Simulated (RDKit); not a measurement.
Input file for RDKit: UFF on CH5BOSe (SMILES COB[SeH]), a point of a torsion scan.

```python
from rdkit import Chem
from rdkit.Chem import AllChem, rdDetermineBonds

blocks = [
'''9

C    -1.03408466   -0.66295910   -0.18149844
O    -0.25205007    0.34152019   -0.77763139
B     0.58698060    1.15588414   -0.15014738
Se    2.08188323    1.76951448   -1.19630568
H    -0.52695177   -1.62072440   -0.31619943
H    -2.00220747   -0.69401285   -0.68488905
H    -1.17923889   -0.47703496    0.88610044
H     0.54671327    1.41238076    0.99723790
H     1.71582517    1.10743985   -2.41684846
''',
]
mol = None
for b in blocks:
    f = Chem.MolFromXYZBlock(b)
    rdDetermineBonds.DetermineBonds(f, charge=0)
    mol = f if mol is None else Chem.CombineMols(mol, f)
Chem.SanitizeMol(mol)
print(Chem.MolToSmiles(Chem.RemoveHs(mol)))
ff = AllChem.UFFGetMoleculeForceField(mol, vdwThresh=100.0, ignoreInterfragInteractions=False)
e = ff.CalcEnergy()
print(f'UFF energy {e:.6f} kcal/mol')
```

Program output:

```
COB[SeH]
UFF energy 44.504397 kcal/mol
```

The run finished.

Cost: around 0.020 core-seconds (rough).
